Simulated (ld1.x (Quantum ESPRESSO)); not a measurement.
Logarithmic derivatives: Ga (Z = 31), ultrasoft

gallium (Ga), ultrasoft, made with ld1.x (Quantum ESPRESSO) 7.5 (revPBE, scalar-relativistic). Core [Ne], reference 3s2 3p6 3d10 4s2 4p0.5 (charge +0.5). Waves: 3s (bound): rcut 0.85, rcutus 1.00 bohr; 4s (bound): rcut 0.85, rcutus 1.00 bohr; 3p (bound): rcut 0.95, rcutus 1.05 bohr; 4p (bound): rcut 0.95, rcutus 1.05 bohr; 3d (bound): rcut 0.80, rcutus 1.05 bohr; 3d channel at -1.54 Ry: rcut 0.80, rcutus 1.05 bohr. Local part: all-electron potential smoothed inside 1.05 bohr (lloc = -2). Core correction: a·sin(br)/r model core inside 0.65 bohr. Augmentation charge: PSQ, inside the norm-conserving radii.

The phase is arctan(r·u′/u) with u = r·R(r), unwrapped; energies in Ry, scanned from -13 to 5 Ry. A pole is an energy at which the radial function vanishes at the test radius. The pseudo phase is shifted by a multiple of π to meet the all-electron one at the reference energy, and phase errors are pseudo minus all-electron; the curves can meet again beyond the range given. Levels narrower than the energy grid can be missing from the lists of poles.

```
channel  radius (bohr)  reference energy (Ry)  poles, all-electron  poles, pseudo  unbroken range about the reference energy with phases within 0.05 rad  phase error 1 Ry above the reference energy (rad)
      s           1.14                  -0.91                -9.72          -9.72                                                        the whole range                                             -0.000
      p           1.14                  -0.41                -5.80          -5.80                                                        the whole range                                             -0.000
      d           1.14                  -1.69                 0.47           0.45                                                        the whole range                                             -0.001
```

Phases in the d channel:

```tsv
E (Ry)	all-electron	pseudo
-13.00	1.318	1.318
-12.52	1.312	1.313
-12.04	1.306	1.306
-11.56	1.300	1.300
-11.08	1.292	1.293
-10.60	1.285	1.285
-10.12	1.276	1.276
-9.64	1.267	1.267
-9.16	1.256	1.256
-8.68	1.245	1.244
-8.20	1.231	1.231
-7.72	1.216	1.215
-7.24	1.198	1.198
-6.76	1.177	1.176
-6.28	1.152	1.151
-5.80	1.121	1.119
-5.32	1.081	1.080
-4.84	1.029	1.027
-4.36	0.956	0.954
-3.88	0.849	0.845
-3.40	0.676	0.672
-2.92	0.377	0.373
-2.44	-0.117	-0.119
-1.96	-0.676	-0.676
-1.48	-1.060	-1.059
-1.00	-1.281	-1.281
-0.52	-1.415	-1.416
-0.04	-1.504	-1.505
0.44	-1.568	-1.570
0.92	-1.617	-1.620
1.40	-1.657	-1.661
1.88	-1.692	-1.695
2.36	-1.722	-1.726
2.84	-1.750	-1.754
3.32	-1.777	-1.781
3.80	-1.803	-1.808
4.28	-1.829	-1.834
4.76	-1.856	-1.861
```
